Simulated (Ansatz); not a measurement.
Program: Ansatz. Geometries: PBE0-D4/def2-TZVP. ΔE: electronic, gas phase. CBS: MP2 limit from def2 TZ/QZ plus the TZ coupled-cluster correction, frozen cores. DFT in def2-TZVPP. B3LYP here is the variant with VWN-RPA as its local correlation; programs differ in this. For Ge outer-core shells are correlated without core-valence functions, which leaves a few kJ/mol of doubt a bond. Scalar relativity is left out up to krypton. One conformer a species, not always the lowest.

Consider the formal exchange of groups at the Si–C bond: `OC(F)(F)[SiH3]` + `[CH3][GeH]([F])[Cl]` → `[CH3][Ge]([F])([SiH3])[Cl]` + `OC(F)F`.

```tsv
level	ΔE (kJ/mol)
PBE-D4	-57.0
B3LYP-D4	-52.6
ωB97X-V	-47.4
B2PLYP	-50.1
PBE	-55.3
PBE0	-56.8
B3LYP	-49.9
MP2/def2-QZVPP	-51.4
```

**Question.** What does CCSD(T)/CBS give? (An estimate is asked.)

**Answer.** Computed: -50.9 kJ/mol. The listed levels differ from it by -6.1, -1.7, 3.5, 0.8, -4.4, -5.9, 1.0, -0.5 kJ/mol.

Largest T1 diagnostic among the species: 0.013.

In def2-TZVPP, CCSD(T) changes the Hartree–Fock value by −3.8 kJ/mol (the triples alone add −0.2 kJ/mol) and MP2 by −3.8 kJ/mol.
